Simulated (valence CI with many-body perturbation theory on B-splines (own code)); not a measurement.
## E1 transitions of Cs⁶⁺

Computed by configuration interaction combined with many-body perturbation theory (CI+MBPT): three valence electrons over a frozen Dirac-Fock core [Kr] 4d10, a basis of 7 s, 7 p, 7 d, 7 f, 4 g, 2 h functions for each j, with the one-electron correlation potential Σ1 (screened to all orders), the two-electron term Σ2, the three-electron term Σ3, Breit, model QED; selected single and double excitations, second order for the rest, scaled by the run's own slope (own B-spline code, finite nucleus).

Against 63 measured levels this calculation errs by 477 cm⁻¹ on average and by 1585 at most. These come from a selection out of Sansonetti, J. Phys. Chem. Ref. Data 38, 761 (2009). Levels without a partner in it may be off by more, other configurations by several thousand cm⁻¹. The list stops below the first excitations out of the core. 3 measured levels below the end of the list, from 384898 cm⁻¹ on, found no clear computed partner, and computed levels of the same name lie up to 2852 cm⁻¹ from them.

Lines 151 to 200 of 600 in falling wavelength, among levels below 483310 cm⁻¹, chosen from the strongest by gf and those to the six lowest levels. Wavelengths and rates use the calculated energies, so an error of 500 cm⁻¹ moves a line at 762.4 Å by 0.38 % and its rate by three times that or more. Electric multipoles are in the length gauge, E1 and E2 with the static RPA response of the core. Weak lines are less certain than strong ones. Lines between different terms over intervals too small for the method are left out, as are lines whose strength nearly cancels. Where a level lies close to another of its J and parity, the split of strength between their lines is uncertain. The highest levels of a list are the least certain.

Names give the largest LS component (configuration and term), which can be under half, so a name can repeat, a term be missing and a line seem to break the LS rules; names also repeat where a configuration has a term twice. Letters in brackets count levels of one name in rising energy.

```
λ vac (Å)  λ from measured levels               Upper               Lower   A (s⁻¹)  S (a.u.) with core polarisation  S without
    776.4                           4f5p² ²F°_5/2 [d]   4f5s5p ²F_7/2 [c]  5.92e+08                         8.21e-01   1.07e+00
    776.3                                5p²5d ²G_9/2  5s5p5d ²F°_7/2 [a]  6.35e+08                         1.47e+00   2.04e+00
    773.6                               4f5p² ⁴G°_5/2       4f5s5p ⁴F_3/2  1.10e+09                         1.51e+00   2.01e+00
    773.0                           4f5p² ⁴G°_9/2 [b]       4f5s5p ⁴G_9/2  3.79e+08                         8.63e-01   1.15e+00
    771.6                               5s5p6p ⁴S_3/2      5s5p5d ⁴P°_1/2  9.33e+08                         8.46e-01   9.02e-01
    771.3                              4f5p² ⁴G°_11/2      4f5s5p ⁴G_11/2  2.03e+09                         5.52e+00   7.30e+00
    770.3                             5p³ ⁴S°_3/2 [b]        5s5p² ²D_3/2  3.45e+08                         3.11e-01   4.31e-01
    770.1                               5s5p6p ⁴D_1/2      5s5p5d ⁴F°_3/2  2.97e+09                         1.34e+00   1.25e+00
    770.1                               4f5p² ⁴D°_1/2       4f5s5p ⁴D_3/2  1.71e+09                         7.71e-01   1.02e+00
    768.2                               5s5p6p ⁴D_3/2      5s5p5d ⁴F°_5/2  1.45e+09                         1.30e+00   1.10e+00
    766.7                                5p²5d ⁴D_5/2      5s5p5d ⁴D°_7/2  5.57e+08                         7.44e-01   9.44e-01
    765.6                               4f5p² ⁴D°_3/2       4f5s5p ⁴D_5/2  9.50e+08                         8.42e-01   1.11e+00
    764.3                               4f5p² ⁴G°_7/2   4f5s5p ²F_7/2 [a]  7.84e+08                         1.38e+00   1.83e+00
    763.1                               4f5p² ⁴G°_7/2       4f5s5p ⁴F_9/2  1.90e+09                         3.33e+00   4.36e+00
    762.4                   762.0         5p³ ²D°_5/2        5s5p² ²D_3/2  2.38e+08                         3.12e-01   4.33e-01
    761.9                               4f5p² ⁴G°_7/2       4f5s5p ⁴F_5/2  6.54e+08                         1.14e+00   1.52e+00
    761.3                            5p²5d ²D_5/2 [a]  5s5p5d ²F°_7/2 [a]  6.97e+08                         9.10e-01   1.10e+00
    756.6                               4f5p² ⁴G°_5/2       4f5s5p ⁴F_7/2  6.30e+08                         8.08e-01   1.06e+00
    754.3                               4f5p² ²D°_5/2   4f5s5p ²F_7/2 [b]  8.83e+08                         1.12e+00   1.46e+00
    750.6                           4f5p² ²G°_7/2 [b]   4f5s5p ²G_7/2 [a]  6.64e+08                         1.11e+00   1.47e+00
    747.3                               4f5p² ⁴G°_5/2       4f5s5p ⁴G_5/2  6.54e+08                         8.09e-01   1.07e+00
    746.1                               5s5p6p ⁴D_3/2      5s5p5d ⁴F°_3/2  8.14e+08                         6.67e-01   6.91e-01
    745.9                           4f5p² ²F°_7/2 [c]   4f5s5p ²D_5/2 [b]  1.23e+09                         2.02e+00   2.72e+00
    740.6                                4f²5s ²G_7/2      5s5p5d ⁴P°_5/2  3.95e+08                         6.33e-01   9.20e-01
    740.3                                5p²5d ⁴D_7/2  5s5p5d ²D°_5/2 [a]  6.96e+08                         1.11e+00   1.58e+00
    739.8                                5p²5d ⁴F_3/2      5s5p5d ⁴F°_5/2  1.27e+09                         1.02e+00   1.35e+00
    738.5                                5p²5d ⁴F_5/2      5s5p5d ⁴F°_7/2  4.35e+09                         5.18e+00   5.85e+00
    735.1                               5s5p6p ⁴P_3/2      5s5p5d ⁴F°_5/2  1.79e+09                         1.41e+00   1.53e+00
    733.9                           4f5p² ²F°_5/2 [e]   4f5s5p ²D_3/2 [b]  1.02e+09                         1.19e+00   1.61e+00
    732.9                           4f5p² ²G°_7/2 [a]   4f5s5p ²F_7/2 [a]  4.55e+08                         7.08e-01   9.25e-01
    731.3                               4f5p² ²G°_9/2   4f5s5p ²G_9/2 [a]  2.13e+09                         4.11e+00   5.43e+00
    729.4                                5p²5d ²G_7/2      5s5p5d ⁴D°_5/2  4.42e+08                         6.77e-01   9.89e-01
    728.6                               5s5p6p ⁴D_7/2      5s5p5d ⁴F°_9/2  2.82e+09                         4.31e+00   4.29e+00
    726.8                               5s5p6p ⁴D_5/2      5s5p5d ⁴F°_5/2  6.99e+08                         7.94e-01   8.66e-01
    725.6                                5p²5d ⁴F_9/2      5s5p5d ⁴F°_9/2  1.91e+09                         3.59e+00   4.90e+00
    725.5                           4f5p² ²F°_5/2 [b]       4f5s5p ⁴D_3/2  6.11e+08                         6.91e-01   9.13e-01
    721.3                                4f²5s ²F_7/2      5s5p5d ⁴F°_9/2  1.82e+09                         2.69e+00   2.82e+00
    720.8                             5p³ ⁴S°_3/2 [a]        5s5p² ⁴P_5/2  2.71e+09                         2.01e+00   2.69e+00
    719.3                                5p²5d ⁴F_3/2      5s5p5d ⁴F°_3/2  1.01e+09                         7.39e-01   1.01e+00
    719.0                   720.9        5s5p² ²P_1/2       5s²5p ²P°_3/2  3.08e+08                         1.13e-01   1.50e-01
    717.6                   717.2  5s5p5d ²P°_3/2 [a]        5s²5d ²D_5/2  8.21e+08                         5.99e-01   7.25e-01
    715.5                           4f5p² ²F°_5/2 [d]   4f5s5p ²D_3/2 [a]  1.55e+09                         1.68e+00   2.23e+00
    714.5                           4f5p² ⁴G°_9/2 [a]       4f5s5p ⁴F_9/2  4.19e+08                         7.54e-01   9.91e-01
    713.1                                5p²5d ²G_7/2  5s5p5d ²F°_5/2 [a]  6.17e+08                         8.84e-01   1.22e+00
    712.8                                5p²5d ⁴P_5/2      5s5p5d ⁴D°_7/2  2.84e+09                         3.05e+00   3.88e+00
    712.3                           5s5p6p ²D_5/2 [b]  5s5p5d ²F°_7/2 [a]  7.00e+08                         7.49e-01   7.11e-01
    711.1                               4f5p² ²D°_5/2   4f5s5p ²F_7/2 [a]  1.32e+09                         1.41e+00   1.82e+00
    709.5                               4f5p² ⁴F°_9/2   4f5s5p ²G_7/2 [a]  4.94e+08                         8.71e-01   1.16e+00
    708.7                   708.4        5s5p² ²D_3/2       5s²5p ²P°_1/2  1.71e+09                         1.20e+00   1.61e+00
    707.4                               4f5p² ⁴D°_7/2       4f5s5p ⁴F_9/2  9.78e+08                         1.37e+00   1.78e+00
```
